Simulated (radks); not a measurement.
Values are calculated unless marked as measured or tabulated.
Problem. Radial electron density D(r) = 4 pi r^2 rho(r) of an atom or ion with 22 electrons. Code: a radial shooting solver on a logarithmic mesh with Libxc functionals. Model: non-relativistic Kohn-Sham, OLYP, spin-polarised, spherical densities, point nucleus.

r (bohr),D(r) (e/bohr),spin D(r)
0.005842,3.017,-0.000279
0.007791,4.889,-0.000452
0.01048,7.771,-0.000716
0.01397,11.70,-0.00107
0.01878,16.81,-0.00153
0.02505,22.22,-0.00201
0.03368,26.82,-0.00242
0.04493,28.58,-0.00263
0.0604,26.69,-0.00259
0.08056,23.10,-0.00178
0.1083,22.15,0.00434
0.1445,26.37,0.0337
0.1942,31.17,0.141
0.2591,28.15,0.421
0.3483,17.48,1.01
0.4645,10.55,1.87
0.6245,11.88,2.73
0.833,13.11,2.98
1.12,8.882,2.42
1.494,3.676,1.44
2.008,0.9539,0.562
2.679,0.1952,0.161
3.601,0.05860,0.0577
4.803,0.08183,0.0818
6.458,0.09999,0.1000
8.613,0.04465,0.0446
11.58,0.008482,0.00848
15.44,0.0004540,0.000454

What is the nuclear charge?

Solution. Z = 24. The innermost maximum, from 1s, lies near 1/Z = 0.0417 bohr (found: 0.0449), and its height grows with Z. The density is that of the chromium ion Cr2+ in [Ar] 3d3.5 4f0.5; the configuration itself is not fixed sharply by these data, and Z only to about a unit. D(r) has 4 maxima, at r = 0.0449, 0.205, 0.775, 6.01 bohr, and minima at 0.0992, 0.499, 3.81 bohr, inside which lie 2.13, 10.55, 21.54 electrons.
